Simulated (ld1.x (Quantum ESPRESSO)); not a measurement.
What one change does to a pseudopotential (Se, TM)

* Element: selenium
* Generator: ld1.x (Quantum ESPRESSO) 7.5
* Type: norm-conserving Troullier–Martins (Kleinman–Bylander form)
* Functional: LDA (PZ)
* Relativity: scalar-relativistic
* Frozen core: [Ar] 3d10
* Valence charge: 6
* Reference configuration: 4s2 4p4
* Partial waves: 4s (bound): rc 1.55 bohr; 4p (bound): rc 1.25 bohr
* Local potential: all-electron potential smoothed inside 1.10 bohr (lloc = -1)
* Core correction: none

All-electron outer shells of the reference configuration (LDA (PZ), scalar-relativistic, ld1.x):

| shell | level (eV) | outermost node (bohr) | outermost maximum (bohr) |
| --- | --- | --- | --- |
| 3p | -152.70 | 0.21 | 0.50 |
| 3d | -53.39 | – | 0.45 |
| 4s | -17.49 | 0.70 | 1.51 |
| 4p | -6.66 | 0.74 | 1.80 |

Change: core correction a·sin(br)/r model core inside 1.08 bohr.

Cutoffs: the cutoffs (Ry, on a coarse ladder) from which the occupation-weighted sum of valence levels, in a spherical-Bessel basis at the reference potential, stays within 10 and 1 mRy of its value at 400 Ry; they do not see the model core or the augmentation charge, which bear on the density cutoff. Errors are all-electron minus pseudo energies relative to the spin-unpolarised reference configuration.

**Question.** How do hardness, ghosts and transferability respond?

**Answer.** The potential gets neither clearly harder nor softer (80 Ry and 160 Ry → 80 Ry and 160 Ry); both files keep a bound ghost (s); of the 9 tests that both files solve, the error grows in 0 and shrinks in 8 by more than 15 % and 0.3 meV (median size 32.0 → 1.5 meV). Exchange and correlation are not linear in the density, so unscreening with the valence charge alone errs where core and valence overlap; a model core restores that term. A model core, the more so a compact one, raises the density cutoff, which this test does not measure.

| quantity | base | changed |
| --- | --- | --- |
| cutoff, loose | 80 Ry | 80 Ry |
| cutoff, tight | 160 Ry | 160 Ry |
| bound ghosts | s | s |
| error for 4s2 4p3, meV [ΔE 11.01 eV] | +4.8 | +1.1 |
| error for 4s2 4p2, meV [ΔE 31.57 eV] | +27 | -1.5 |
| error for 4s2 4p1, meV [ΔE 62.72 eV] | +73 | -46 |
| error for 4s0 4p6, meV [ΔE 22.09 eV] | +69 | +2.9 |
| error for 4s1 4p4, meV [ΔE 22.59 eV] | +32 | +5.7 |
| error for 4s1 4p5, meV [ΔE 10.94 eV] | +14 | -0.6 |
| error for 4s2 4p4.3, meV [ΔE -1.64 eV] | +0.6 | +0.4 |
| error for 4s2 4p4 (spin-polarised), meV [ΔE -0.59 eV] | +80 | -0.3 |
| error for 4s2 4p3 (spin-polarised), meV [ΔE 9.37 eV] | +260 | -6.8 |
| s: phases at 1.70 bohr within 0.05 rad from the reference energy up to (Ry; the scan ends near 5) | to the end of the scan | to the end of the scan |
| p: phases at 1.70 bohr within 0.05 rad from the reference energy up to (Ry; the scan ends near 5) | 1.1 | 1.1 |

 A true bound ghost makes a file unfit for plane-wave use even where its test errors are small: the radial tests pick states by their node count and pass the ghost by.
